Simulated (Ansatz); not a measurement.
`[SeH][SiH]1BC1` + H–F → `F[SiH]1BC1` + H₂Se at 500 K and 1 bar (ligand exchange at the Si–Se bond).

Computed with Ansatz on PBE0-D4/def2-TZVP structures; ΔE is electronic, products minus reactants. CCSD(T)/CBS is the MP2 limit (def2-TZVPP, def2-QZVPP) plus CCSD(T) − MP2 in def2-TZVPP, frozen cores. This one scheme is used for every species. For Se outer-core shells are correlated without core-valence functions, which leaves a few kJ/mol of doubt a bond. Scalar relativity is left out up to krypton. Each species was taken in one conformer, which may not be the lowest.

```
         species  CCSD(T)/CBS energy (Eh)  H − E (kJ/mol)  S (J/(mol·K))
`[SeH][SiH]1BC1`              -2755.59871           187.6          397.0
             H–F               -100.39570            39.4          188.7
    `F[SiH]1BC1`               -454.11214           164.9          347.9
            H₂Se              -2401.89790            53.1          237.8
```

H − E and S are ideal-gas, rigid-rotor, harmonic terms from PBE0-D4/def2-TZVP, for one conformer and one mirror image of each species. 1 Eh = 2625.50 kJ/mol, R = 8.31446 J/(mol·K).

Question: By hand: ΔE, ΔH, ΔS and ΔG.

Answer: ΔE = (-454.11214) + (-2401.89790) − (-2755.59871) − (-100.39570) = -0.01563 Eh = -41.0 kJ/mol. Δ(H − E) = 164.9 + 53.1 − 187.6 − 39.4 = -9.0, so ΔH = -50.0 kJ/mol. ΔS = 347.9 + 237.8 − 397.0 − 188.7 = 0.0 J/(mol·K). ΔG = -50.0 − 500 × (0.0)/1000 = -50.0 kJ/mol.

Question: By hand: the equilibrium constant, and the temperature at which ΔG would vanish if ΔH and ΔS stayed fixed.

Answer: log₁₀ K = −ΔG/(RT ln 10) = 5.2. With ΔH or ΔS at zero there is no such temperature.

The number of gas molecules stays the same, so ΔS is small and ΔH decides. A doubt of 5 kJ/mol in ΔE shifts log₁₀ K by 0.5 here. Other conformers and mirror images would add mixing entropy, several J/(mol·K) or more a flexible species. These are equilibria of isolated gas molecules and say nothing of rates. Largest T1 diagnostic: 0.014 (customary marks: 0.02 for closed shells, 0.045 for open ones).

ΔS is within the doubt of such terms, so its sign, and with it that verdict, could turn.
